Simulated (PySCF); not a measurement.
Harmonic spectrum computed at PBE0 in the def2-TZVP basis family (core potentials from Rb on, PySCF, no spin–orbit coupling):

| symmetry | ω (cm⁻¹) | IR (km/mol) |
| --- | --- | --- |
| a' | 340 | 2.1 |
| a' | 476 | 52.5 |
| a'' | 652 | 4.6 |
| a'' | 1018 | 267 |
| a' | 1067 | 80.9 |
| a' | 1928 | 152 |

Problem. Which molecule gave it? In each, all ligands are bound to the one heavy central atom.
A. HVO₂ (singlet)
B. HSO₂ (doublet)
C. HMoO₂ (doublet)
D. HIO₂ (singlet)
E. HNbO₂ (singlet)

Solution. C. It has Cs symmetry with Mo–H 1.715 Å, Mo–O 1.673 Å (×2).
